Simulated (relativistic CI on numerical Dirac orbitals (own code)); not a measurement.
Pd²⁺: 4d valence photoemission

Computed with this model: Dirac-Coulomb-Breit CI, KLI orbitals optimised for each configuration, QED by a radiative potential, valence Slater integrals scaled by 0.8, multiplet model of photoemission in the sudden approximation; configurations [Kr] 4d8 → [Kr] 4d7; 80 K; Lorentzian 0.3 eV and Gaussian 0.5 eV FWHM. Energies are those of the free ion, without screening or charge transfer. The energies are binding energies and can lie tens of eV above those of solids. S is read from ⟨S²⟩ = S(S + 1).

Field parameters in Wybourne normalisation: Oh B⁴₀ = 21Dq, B⁴₄ = √(5/14) B⁴₀. The field is a parameter set, without covalency.

Computed curve for Oh, 10Dq = 29600 cm⁻¹, scaled to 100 at the maximum (points under 2 are left out and the grid is thinned):

(Energy (eV), Intensity): (30.1, 2.2), (30.3, 3.1), (30.4, 3.7), (30.6, 6.2), (30.8, 12.7), (31.0, 28.3), (31.1, 39.4), (31.3, 57.0), (31.5, 50.8), (31.6, 40.5), (31.8, 21.2), (32.0, 12.3), (32.2, 11.3), (32.3, 13.1), (32.5, 23.0), (32.7, 46.5), (32.8, 62.9), (33.0, 93.0), (33.2, 98.5), (33.4, 73.1), (33.5, 55.6), (33.7, 27.7), (33.9, 14.9), (34.1, 12.3), (34.2, 13.8), (34.4, 22.7), (34.6, 37.6), (34.7, 43.5), (34.9, 43.9), (35.1, 32.4), (35.3, 23.1), (35.4, 20.3), (35.6, 14.9), (35.8, 8.9), (35.9, 6.5), (36.1, 3.6), (36.3, 2.4), (37.7, 2.2), (37.8, 2.3), (38.0, 2.1)

The ground state has S = 1.00, and the centroid lies at 33.21 eV.
